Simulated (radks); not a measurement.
Question: Valence configurations of Se2+ (all share [Ar]). Method: scalar-relativistic Kohn-Sham, r2SCAN, spin-polarised, spherical densities, finite nucleus; open shells are filled with parallel spins first; meta-GGA in the generalised Kohn-Sham scheme; Fermi nuclear charge, rms radius 4.14 fm; computed with a radial shooting solver on a logarithmic mesh with Libxc functionals. Order these by energy: 3d9 4p5; 3d10 4s1 4p3; 3d8 4s2 4p4; 3d10 4s1.5 4p2.5; 3d10 4s2 4p2; 3d9 4s2 4p3; 3d9.5 4s0.5 4p4; 3d9 4s1 4p4; 3d10 4p4; 3d7 4s2 4p5.

Answer: From the lowest, in eV above it: 3d10 4s2 4p2 0.000; 3d10 4s1.5 4p2.5 4.383; 3d10 4s1 4p3 7.774; 3d10 4p4 25.353; 3d9.5 4s0.5 4p4 45.498; 3d9 4s2 4p3 54.009; 3d9 4s1 4p4 67.212; 3d9 4p5 84.032; 3d8 4s2 4p4 120.75; 3d7 4s2 4p5 196.16. NIST lists [Ar] 3d10 4s2 4p2 as the ground configuration; this level of theory agrees among the configurations tried. The energies are those of spherical high-spin densities, not of single terms.
